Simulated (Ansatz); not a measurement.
Cost and result for the atomization energy of C2H6GaNSi, SMILES `C#C[SiH](N)[GaH2]` (11 atoms, 10 bonds).

| atom | x (Å) | y (Å) | z (Å) |
| --- | --- | --- | --- |
| C1 | 1.968 | 0.951 | 1.552 |
| C2 | 0.980 | 0.823 | 0.868 |
| Si3 | -0.465 | 0.506 | -0.231 |
| N4 | -1.890 | -0.035 | 0.566 |
| Ga5 | 0.360 | -1.190 | -1.730 |
| H6 | 2.833 | 1.076 | 2.162 |
| H7 | -0.783 | 1.811 | -0.865 |
| H8 | -2.389 | 0.590 | 1.180 |
| H9 | -1.932 | -0.981 | 0.910 |
| H10 | 0.113 | -2.713 | -1.404 |
| H11 | 1.204 | -0.839 | -3.009 |

Charge 0, multiplicity 1. Correlated methods include outer-core shells of Ga, which these sets cover unevenly. Scalar relativity is left out up to krypton. All single points use the PBE0-D4/def2-TZVP geometry. It is one conformer, not always the lowest. Program: Ansatz. All runs use 4 threads of an Arm Neoverse V2 on a shared host. Times are those of one run each, without the atoms' runs, and a repeat can differ threefold. Electronic energies, without spin–orbit coupling; frozen cores. CCSD(T)/CBS adds CCSD(T) − MP2 in def2-TZVPP to the MP2 limit, and its time is that of the two runs behind it. T1 = 0.013. With those shells the extrapolation isn't a true limit. B3LYP takes the VWN-RPA correlation (the form of Gaussian; ORCA's B3LYP/G). HSE06 is the plane-wave form, built on full-range PBE exchange.

CCSD(T)/CBS is a level of theory with its own doubt, some kJ/mol a heavy atom from the limit and from the frozen cores, so smaller differences don't rank the functionals.

| level | functions | wall time |
| --- | --- | --- |
| LDA (SPW92)/def2-TZVPP | 267 | 1.4 s |
| revPBE-D4/def2-TZVPP | 267 | 2.2 s |
| PBE0-D4/def2-TZVPP | 267 | 3.6 s |
| HSE06-D4/def2-TZVPP | 267 | 3.9 s |
| B3LYP-D4/def2-TZVPP (with forces) | 267 | 6 s |
| B2PLYP/def2-TZVPP | 267 | 6.5 s |
| PBE-QIDH/def2-TZVPP | 267 | 6.5 s |
| CCSD(T)/def2-SVP | 122 | 8.5 s |
| B97M-V/def2-TZVPP | 267 | 11 s |
| ωB97M-V/def2-TZVPP (with forces) | 267 | 13 s |
| MP2/def2-QZVPP | 510 | 28 s |
| CCSD(T)/def2-TZVPP | 267 | 3.9 min |
| CCSD(T)/CBS(def2) | – | 4.3 min |

Q: What atomization energy does each give, and how far from CCSD(T)/CBS? (Best estimate.)

A: Computed: 
```tsv
level	atomization (kJ/mol)	difference from CCSD(T)/CBS	per bond
LDA (SPW92)/def2-TZVPP	4316.7	518.8	51.9
revPBE-D4/def2-TZVPP	3760.5	-37.4	-3.7
PBE0-D4/def2-TZVPP	3786.0	-11.9	-1.2
HSE06-D4/def2-TZVPP	3788.5	-9.4	-0.9
B3LYP-D4/def2-TZVPP (with forces)	3789.2	-8.7	-0.9
B2PLYP/def2-TZVPP	3752.3	-45.6	-4.6
PBE-QIDH/def2-TZVPP	3765.0	-32.9	-3.3
CCSD(T)/def2-SVP	3539.7	-258.2	-25.8
B97M-V/def2-TZVPP	3810.2	12.3	1.2
ωB97M-V/def2-TZVPP (with forces)	3797.5	-0.4	0.0
MP2/def2-QZVPP	3814.3	16.4	1.6
CCSD(T)/def2-TZVPP	3695.7	-102.2	-10.2
CCSD(T)/CBS(def2)	3797.9	0.0	0.0
```

Leaving LDA and LC-ωPBE aside and taking each functional with its dispersion term where it has one, the values, not all of them listed here, spread over 168.8 kJ/mol, from BHLYP-D4 to PBE-D4. LDA lies +489.4 kJ/mol from PBE without D4, its usual overbinding. From BLYP to BHLYP (50 % exact exchange), in def2-TZVPP and without D4, the atomization energy moves by −79.9 kJ/mol: exact exchange takes away binding that semilocal exchange gives to molecules. In def2-TZVPP, CCSD(T) changes the Hartree–Fock value by +999.7 kJ/mol (the triples alone add +63.9 kJ/mol) and MP2 by +1057.5 kJ/mol; breaking electron pairs costs correlation energy, which Hartree–Fock lacks.
